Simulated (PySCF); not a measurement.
A PySCF script (with the pyscf-properties extension) for the NMR shieldings of C₆H₇BClN, on a GFN2-xTB geometry:

```python
import basis_set_exchange as bse
import numpy as np
from pyscf import gto, dft
from pyscf.prop import nmr

atoms = """
C    -3.271503   -1.096708    1.149661
C    -2.440069   -0.238140    1.100752
C    -1.432843    0.808748    1.023417
C    -2.021227    2.037204    1.518979
N    -2.500394    2.999704    1.905656
B    -0.938826    1.153423   -0.453969
C    -1.902873    0.916648   -1.680451
C    -1.459532   -0.300962   -2.491715
Cl   -2.530284   -0.548430   -3.903084
H    -3.993027   -1.855916    1.203557
H    -0.604727    0.559388    1.698783
H     0.133982    1.596026   -0.602657
H    -1.885533    1.781778   -2.348950
H    -2.939173    0.757206   -1.374813
H    -0.450658   -0.177936   -2.884338
H    -1.518853   -1.211870   -1.896537
"""
names = dict.fromkeys(["C", "N", "B", "Cl", "H"], "pcSseg-1")
basis = {el: gto.basis.parse(bse.get_basis(n, elements=[el], fmt="nwchem")) for el, n in names.items()}
mol = gto.M(atom=atoms, basis=basis, charge=0, verbose=0)
mf = dft.RKS(mol, xc="PBE0")
mf.grids.level = 2
mf.grids.alignment = dft.numint.BLKSIZE   # the property module wants whole blocks of grid points
mf.conv_tol = 1e-9
mf.kernel()

calc = nmr.RKS(mf)   # GIAO
C = mf.mo_coeff
Co = C[:, mf.mo_occ > 0]
resp = mf.gen_response(singlet=True, hermi=2)
def vind(x):   # induced exchange potential for any number of trial vectors
    d = np.einsum("pi,xij,qj->xpq", C, 2 * x.reshape(-1, C.shape[1], Co.shape[1]), Co, optimize=True)
    return np.einsum("xpq,pi,qj->xij", resp(d - d.transpose(0, 2, 1)), C, Co, optimize=True).ravel()
mo1, _ = nmr.rhf.solve_mo1(calc, with_cphf=vind)
sigma = calc.kernel(mo1)
for i, s in enumerate(sigma):   # ppm
    w = np.linalg.eigvalsh((s + s.T) / 2)
    print("%2d %-2s iso %8.1f  s11 %8.1f  s22 %8.1f  s33 %8.1f" % (i, mol.atom_pure_symbol(i), w.mean(), *w))
```

Question: What does it print?

Answer: 
```
 0 C  iso    106.8  s11     31.9  s22     35.3  s33    253.0
 1 C  iso    107.3  s11     10.3  s22     18.7  s33    292.9
 2 C  iso    167.8  s11    154.1  s22    166.2  s33    183.2
 3 C  iso     72.7  s11    -43.5  s22    -31.1  s33    292.8
 4 N  iso    -43.6  s11   -221.9  s22   -202.1  s33    293.2
 5 B  iso     18.5  s11    -56.3  s22     -7.9  s33    119.8
 6 C  iso    149.4  s11    110.8  s22    165.3  s33    172.1
 7 C  iso    142.1  s11    115.9  s22    139.0  s33    171.5
 8 Cl iso    815.6  s11    619.7  s22    742.2  s33   1084.8
 9 H  iso     29.9  s11     24.2  s22     25.4  s33     40.0
10 H  iso     27.8  s11     23.0  s22     26.5  s33     33.8
11 H  iso     24.5  s11     19.8  s22     26.2  s33     27.4
12 H  iso     29.5  s11     26.2  s22     28.3  s33     34.0
13 H  iso     29.0  s11     25.9  s22     27.8  s33     33.3
14 H  iso     28.0  s11     21.8  s22     27.9  s33     34.3
15 H  iso     28.3  s11     22.2  s22     28.8  s33     34.0
```

These numbers come from an equivalent density-fitted implementation of the same equations, which agrees with the script to about 0.01 ppm for H and up to a few tenths of a ppm for heavy atoms, so last digits may differ.

Size and cost of the density-fitted run: 195 basis functions, 81 s wall time on 1 thread of an Arm Neoverse N1, shared host; peak memory 0.91 GiB.
